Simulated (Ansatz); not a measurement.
Geometry optimisation, Ansatz 0.2.0, RKS BHLYP-D4/def2-SVP.

Input:

```yaml
crystal:
  periodic: [false, false, false]
  atoms:
    - { symbol: O, position_ang: [0.7638, -0.4387, 1.61957] }
    - { symbol: C, position_ang: [0.26986, -0.01311, 0.64087] }
    - { symbol: B, position_ang: [-0.2572, -0.17861, -0.69377] }
    - { symbol: F, position_ang: [-0.77647, 0.63042, -1.56666] }
basis:
  gaussian: { orbitals: def2-SVP }
hamiltonian:
  xc: { name: BHLYP }
  dispersion: d4
relax:
  f_tol: 0.02
  max_steps: 40
scf:
  lower_state_search: "off"
```

Run as:

```bash
$ ansatz run input.yaml --threads 1 --pin off --max-ram 2048MiB --backend cpu --events-out ev --progress --plain --runs-dir out
```

**Question.** Where does it end, and by what steps?

**Answer.** It converged. The force dipped under the threshold on the way, but the program's further checks kept it going. After 29 steps the energy has fallen by 0.782 eV; B3 moved furthest, 1.25 Å. Parted: C2–B3.

```json
{"step": "0", "energy less start (eV)": "0.0000", "largest force component (eV/Å)": "3.675", "accepted": "yes"}
{"step": "2", "energy less start (eV)": "-0.1140", "largest force component (eV/Å)": "0.538", "accepted": "yes"}
{"step": "4", "energy less start (eV)": "-0.2254", "largest force component (eV/Å)": "1.371", "accepted": "yes"}
{"step": "6", "energy less start (eV)": "-0.4408", "largest force component (eV/Å)": "0.545", "accepted": "yes"}
{"step": "8", "energy less start (eV)": "-0.5404", "largest force component (eV/Å)": "0.980", "accepted": "yes"}
{"step": "10", "energy less start (eV)": "-0.7275", "largest force component (eV/Å)": "0.232", "accepted": "yes"}
{"step": "12", "energy less start (eV)": "-0.7266", "largest force component (eV/Å)": "2.110", "accepted": "no"}
{"step": "14", "energy less start (eV)": "-0.7792", "largest force component (eV/Å)": "0.357", "accepted": "yes"}
{"step": "16", "energy less start (eV)": "-0.7811", "largest force component (eV/Å)": "0.004", "accepted": "yes"}
{"step": "18", "energy less start (eV)": "-0.7816", "largest force component (eV/Å)": "0.071", "accepted": "yes"}
{"step": "20", "energy less start (eV)": "-0.7818", "largest force component (eV/Å)": "0.033", "accepted": "yes"}
{"step": "22", "energy less start (eV)": "-0.7819", "largest force component (eV/Å)": "0.004", "accepted": "yes"}
{"step": "24", "energy less start (eV)": "-0.7820", "largest force component (eV/Å)": "0.045", "accepted": "yes"}
{"step": "26", "energy less start (eV)": "-0.7822", "largest force component (eV/Å)": "0.002", "accepted": "yes"}
{"step": "28", "energy less start (eV)": "-0.7822", "largest force component (eV/Å)": "0.047", "accepted": "yes"}
{"step": "29", "energy less start (eV)": "-0.7822", "largest force component (eV/Å)": "0.015", "accepted": "yes"}
```

```xyz
4
Properties=species:S:1:pos:R:3
O 1.016 -0.380 2.252
C 0.550 0.042 1.328
B -0.687 -0.448 -1.839
F -0.879 0.786 -1.741
```

Whether the end is a true minimum wasn't checked by a vibrational analysis.

The run took 28 s on 1 thread of Arm Neoverse V2 (shared host), peak memory 0.12 GiB.
